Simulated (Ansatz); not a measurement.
C2H2N2, SMILES `[H]/N=c1\cn1` (charge 0, multiplicity 1).

Computed with Ansatz (an electronic-structure program) with frozen-core CCSD(T)/6-31g // B3LYP-D3(BJ)/def2-TZVP.

Ansatz 0.2 input:
```yaml
crystal:
  periodic: [false, false, false]
  atoms:
    - { symbol: N, position_ang: [1.512905, 0.411968, -0.041505] }
    - { symbol: C, position_ang: [0.272467, 0.26885, 0.011888] }
    - { symbol: C, position_ang: [-1.022956, -0.250401, 0.030876] }
    - { symbol: N, position_ang: [-0.926359, 1.0285, 0.152914] }
    - { symbol: H, position_ang: [1.989822, -0.480015, -0.156303] }
    - { symbol: H, position_ang: [-1.82588, -0.978903, 0.002129] }
basis:
  gaussian: { orbitals: "6-31g" }
correlation:
  method: ccsd_t
```

Output:

```
Functional definition: HF
582 factors; integrals over basis functions are off by at most 2.2e-4 eV
mean field evaluation 1: about -5046.2689 eV, gradient 3.4e1 eV
mean field evaluation 2: about -5046.2793 eV, gradient 3.4e1 eV
mean field evaluation 4: about -5049.2527 eV, gradient 2.8e0 eV
mean field evaluation 8: about -5049.3045 eV, gradient 2.2e-1 eV
mean field evaluation 16: about -5049.2859 eV, gradient 9.8e-1 eV
mean field -5049.30481030 eV, -185.5585292369 hartree, gradient 2.7e-6 eV, S^2 0.000000; 0 other end points of the search recorded, 0 dependent functions left out; unrestricted orbitals would lower it
4 core orbitals not correlated
reference -5049.30481030 eV, -185.5585292369 hartree; 10, 10 occupied and 26, 26 virtual orbitals, 582 factors
second order -10.80069057 eV of doubles, -0.00000000 eV of singles
cycle   1  -10.66300663 eV  change    1.4e-1 eV  update   9.9e-2
cycle   2  -11.05512274 eV  change   -3.9e-1 eV  update   3.4e-2
cycle   3  -11.18965879 eV  change   -1.3e-1 eV  update   1.8e-2
cycle   4  -11.19493645 eV  change   -5.3e-3 eV  update   5.0e-3
cycle   5  -11.19895591 eV  change   -4.0e-3 eV  update   2.2e-3
cycle   6  -11.19886046 eV  change    9.5e-5 eV  update   6.3e-4
cycle   7  -11.19831090 eV  change    5.5e-4 eV  update   2.9e-4
cycle   8  -11.19836122 eV  change   -5.0e-5 eV  update   1.3e-4
cycle   9  -11.19842848 eV  change   -6.7e-5 eV  update   5.6e-5
cycle  10  -11.19840922 eV  change    1.9e-5 eV  update   2.4e-5
perturbative correction -0.44174949 eV, -0.0162339943 hartree
Total energy: -5060.94496901 eV, -185.9862971795 hartree
```
